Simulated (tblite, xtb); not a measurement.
C4H12O3Si, singlet, geometry from GFN2-xTB. Base run: xtb with GFN1-xTB.

Geometry (Å):
```xyz
20

C     -2.3512    -1.2767    -0.3464
O     -1.4991    -0.1715    -0.4640
Si     0.0003     0.0035     0.1367
C      0.0048     0.0521     2.0464
O      0.6097     1.3646    -0.5081
C      0.0766     2.6585    -0.4523
O      0.8861    -1.2291    -0.4427
C      2.2719    -1.4111    -0.3538
H     -1.8364    -2.1930    -0.6380
H     -2.7048    -1.3802     0.6822
H     -3.2027    -1.1095    -1.0069
H     -0.7229     0.7622     2.4302
H      0.9763     0.3431     2.4369
H     -0.2362    -0.9184     2.4718
H     -0.9687     2.6584    -0.7636
H      0.6594     3.2856    -1.1278
H      0.1447     3.0576     0.5625
H      2.8002    -0.5187    -0.6915
H      2.5360    -2.2557    -0.9911
H      2.5646    -1.6285     0.6762
```
All else is at xtb's defaults.
Base energy -31.07279 Eh.

Programs used: tblite, xtb; a row that names a program was run with it.

Each row names what was changed in the base input (with any setting that the change needs).

```
change                                                         ΔE vs base (kcal/mol)  HOMO-LUMO gap (eV)  dipole (D)  G_solv (kcal/mol)  SCF cycles
-------------------------------------------------------------  ---------------------  ------------------  ----------  -----------------  ----------
base                                                                           0.000                7.84        1.90                  -          10
program = tblite; method = gfn1; option = (--etemp, 2000)                      0.000                   -           -                  -           -
acc = 0.0001                                                                   0.000                7.84        1.90                  -          15
program = tblite; method = gfn1; option = (--efield, 0,0,0.1)                  -0.95                   -           -                  -           -
etemp = 10000                                                                  -2.96                7.89        1.92                  -          10
alpb = acetonitrile                                                            -7.26                7.93        2.02              -7.42          10
gbsa = toluene                                                                 -8.48                7.92        2.03              -8.66          10
alpb = methanol                                                                -9.56                7.99        2.11             -10.18          10
gbsa = water                                                                   -5.49                8.02        2.15              -6.32          10
```

ALPB and GBSA are two models with their own fitted parameters for each solvent, which aren't always the measured dielectric constant.
